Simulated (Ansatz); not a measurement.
Two structures of CH$_{7}$GaO, closed shell, reached by relaxing down either side of one saddle point (PBE0-D4/def2-TZVP). Energies are electronic, without zero-point energy. Computed with Ansatz 0.2.0 (basis: def2-TZVPP and def2-QZVPP); correlated methods freeze the cores. Filled d shells of the heavier atoms are correlated. The def2 sets are not built for correlating such inner shells, so the correlated values are less sure here. Extrapolation: Hartree–Fock as exp(−7.88 √X), correlation as X^−2.97. First:

```
10
angstrom
Ga 0.2904 -0.8809 0.3406
C 1.1637 0.7737 -0.3172
H 0.3875 -2.2069 -0.5033
H -0.0544 -0.9954 1.8852
H -1.7563 0.6790 -0.3975
O -1.7635 -0.2663 -0.2149
H 1.0028 0.9173 -1.3891
H 0.8221 1.6665 0.2138
H 2.2449 0.7077 -0.1647
H -2.3374 -0.3947 0.5471
```

Second:

```tsv
atom	x (Å)	y (Å)	z (Å)
Ga1	-0.3879	-1.4792	0.4285
C2	0.8911	1.2676	-0.5036
H3	0.3032	-2.1126	-0.8128
H4	0.1524	-1.3653	1.8934
H5	-0.1876	1.1484	-0.6209
O6	-2.0500	-0.8884	0.1142
H7	1.4071	0.7786	-1.3290
H8	1.1292	2.3311	-0.5028
H9	1.2268	0.8429	0.4458
H10	-2.4843	-0.5231	0.8873
```

Task: Which bonds change from the first to the second?

Result: CH₅Ga ([CH3][GaH2]) + H₂O → GaH₃O ([OH][GaH2]) + CH₄; bonds formed: C2–H5; dative contacts that become bonds: Ga1–O6; bonds broken: Ga1–C2, H5–O6.

Task: Give the saddle point's structure and its height above each. (Judge from chemistry; the value comes from the calculation.)

Result: By the calculation: 1.098 eV above the first and 1.485 eV above the second (CCSD(T) at an estimated basis limit (MP2 extrapolated from triple and quadruple zeta, plus CCSD(T) − MP2 in triple zeta)).
```xyz
10
angstrom
Ga 0.0497 -1.0968 0.3939
C 0.7212 0.8541 -0.3723
H 0.5009 -2.2094 -0.5978
H 0.1351 -1.0833 1.9553
H -0.6420 0.4540 -0.3239
O -1.6477 -0.2653 -0.2109
H 0.8062 1.0375 -1.4448
H 0.5974 1.8001 0.1602
H 1.7070 0.4800 -0.0568
H -2.2279 0.0290 0.4971
```

No T1 diagnostic of these runs exceeds 0.014.

The step is the kind of ligand exchange by which a precursor binds to a hydroxyl group, or is hydrolysed, in atomic layer deposition of oxides.

Labels in which every atom is bracketed show which atoms are joined, not bond orders.

For scale, one of the runs: CCSD(T)/def2-TZVPP, 208 basis functions (an equivalent command: `ansatz run in.yaml --threads 4`). Time: 69 s of wall clock on 4 CPU threads; the host was shared. Peak host memory: 2.8 GiB.
